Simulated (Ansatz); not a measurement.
Species: sum formula BOF, net charge 1, doublet state. SMILES of the parent species: O=BF
Structure (B3LYP-D3(BJ)/def2-TZVP (Ansatz, a quantum-chemistry and plane-wave program) minimum search):
```xyz
3

F      0.0000     0.0000    -1.2033
B      0.0000     0.0000     0.0258
O      0.0000     0.0000     1.3376
```
Charge +1, spin multiplicity 2.

Parts of the frozen-core correlation energy in cc-pVDZ (Ansatz, hartree). Frozen orbitals: 3; correlated occupied orbitals by spin: 8 and 7; virtual: 31 and 32. UHF or UKS for open shells. Spin-orbit coupling is left out. No relativistic terms.

```json
[
 {"term": "reference (HF)", "value": "-198.66771"},
 {"term": "MP2 opposite-spin", "value": "-0.28230"},
 {"term": "MP2 same-spin", "value": "[?]"},
 {"term": "CCSD correlation", "value": "[?]"},
 {"term": "(T)", "value": "[?]"},
 {"term": "CCSDT minus CCSD(T)", "value": "-0.00083"},
 {"term": "T1 diagnostic", "value": "0.020"},
 {"term": "largest doubles amplitude", "value": "0.046"},
 {"term": "<S^2> of the reference", "value": "0.756"}
]
```

**Question.** Complete the blanks.

**Answer.** 
- MP2 same-spin, value: -0.10392
- CCSD correlation, value: -0.40092
- (T), value: -0.00940
